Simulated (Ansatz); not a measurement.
Isolated molecules relaxed with PBE0-D4/def2-TZVP in Ansatz; ΔE leaves out vibrations. CBS: MP2 limit from def2 TZ/QZ plus the TZ coupled-cluster correction, frozen cores. Functionals use def2-TZVPP. B3LYP here is the variant with VWN-RPA as its local correlation; programs differ in this. Each species was taken in one conformer, which may not be the lowest.

Consider the ligand exchange at a B–N bond: `BN[SiH](C)Cl` + `Cl[SiH]1N[SiH2]1` → `BN1[SiH2][SiH]1Cl` + `C[SiH](N)Cl`.

`BN[SiH](C)Cl`:

Z-matrix (Å, degrees):
```
Si
N 1 1.737
Cl 1 2.064 2 108.6
C 1 1.847 2 111.8 3 120.9
H 1 1.482 2 108.8 3 -113.9
B 2 1.400 1 128.0 3 -116.3
H 2 1.012 1 115.6 3 62.8
H 4 1.091 1 111.1 2 -60.3
H 4 1.092 1 110.9 2 60.5
H 4 1.092 1 109.2 2 -179.9
H 6 1.197 2 119.4 1 -0.4
H 6 1.197 2 119.5 1 179.9
```

`Cl[SiH]1N[SiH2]1`:

Cartesian coordinates in Å:
```
Cl -0.615 -0.332 -2.714
Si -0.112 0.589 -0.945
N -0.828 -0.011 0.486
Si 0.831 -0.459 0.774
H -0.210 2.040 -1.218
H -1.728 -0.108 0.926
H 1.511 0.191 1.926
H 1.151 -1.910 0.765
```

`BN1[SiH2][SiH]1Cl`:

```xyz
10

B    -0.255    1.684   -0.409
N    -0.018    0.335   -0.088
Si    1.059   -0.659    0.912
Si   -0.557   -1.277   -0.487
Cl   -2.447   -1.770    0.121
H    -1.135    1.965   -1.174
H     0.429    2.538    0.084
H     0.846   -0.546    2.375
H     2.501   -0.591    0.569
H    -0.424   -1.680   -1.903
```

`C[SiH](N)Cl`:

```xyz
10

C    -0.896   -0.830   -0.703
Si    0.524   -0.201    0.308
N     0.212    1.397    0.818
Cl    2.232   -0.389   -0.865
H    -0.699   -1.847   -1.049
H    -1.815   -0.831   -0.112
H    -1.050   -0.202   -1.584
H     0.802   -1.005    1.520
H    -0.116    2.082    0.156
H     0.806    1.825    1.510
```

| level | ΔE (kcal/mol) | difference from CCSD(T)/CBS |
| --- | --- | --- |
| PBE-D4 | 4.3 | -0.3 |
| r2SCAN-D4 | 4.5 | -0.1 |
| PBE0-D4 | 4.4 | -0.2 |
| B3LYP-D4 | 3.7 | -0.9 |
| ωB97X-V | 4.5 | -0.1 |
| ωB97M-V | 4.7 | 0.1 |
| B2PLYP | 4.0 | -0.6 |
| PBE | 4.3 | -0.3 |
| r2SCAN | 4.5 | -0.1 |
| PBE0 | 4.5 | -0.1 |
| B3LYP | 3.8 | -0.8 |
| HF/def2-TZVPP | 3.1 | -1.5 |
| MP2/def2-TZVPP | 4.3 | -0.3 |
| SCS-MP2/def2-TZVPP | 4.2 | -0.4 |
| CCSD/def2-TZVPP | 4.5 | -0.1 |
| CCSD(T)/def2-TZVPP | 4.5 | -0.1 |
| HF/def2-QZVPP | 3.2 | -1.4 |
| MP2/def2-QZVPP | 4.3 | -0.3 |
| SCS-MP2/def2-QZVPP | 4.2 | -0.4 |
| HF/CBS(def2) | 3.2 | -1.4 |
| MP2/CBS(def2) | 4.3 | -0.3 |
| CCSD/CBS(def2) | 4.5 | -0.1 |
| CCSD(T)/CBS | 4.6 | 0 |

Largest T1 diagnostic among the species: 0.013.

In def2-TZVPP, CCSD(T) changes the Hartree–Fock value by +1.4 kcal/mol (the triples alone add +0.1 kcal/mol) and MP2 by +1.2 kcal/mol.
